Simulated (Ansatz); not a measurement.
Ansatz (a quantum-chemistry and plane-wave program) input:

Ansatz 0.2 input:
```yaml
crystal:
  periodic: [false, false, false]
  atoms:
    - {symbol: B, position_ang: [-0.00000000, -0.00000000, -0.78099334]}
    - {symbol: F, position_ang: [0.00000000, 0.00000000, 0.43388519]}
basis:
  gaussian:
    orbitals: def2-TZVP
hamiltonian:
  xc: b3lyp
  dispersion: d3bj
total_charge: 1
magnetization: {spin_polarized: true, initial_magnetization: 1}
phonons: {temperatures: {t_min: 298.15, t_max: 298.15, t_step: 100}}
```

Predict the final energy.

-124.31680 Eh (B3LYP-D3(BJ)/def2-TZVP). The basis has 62 functions.
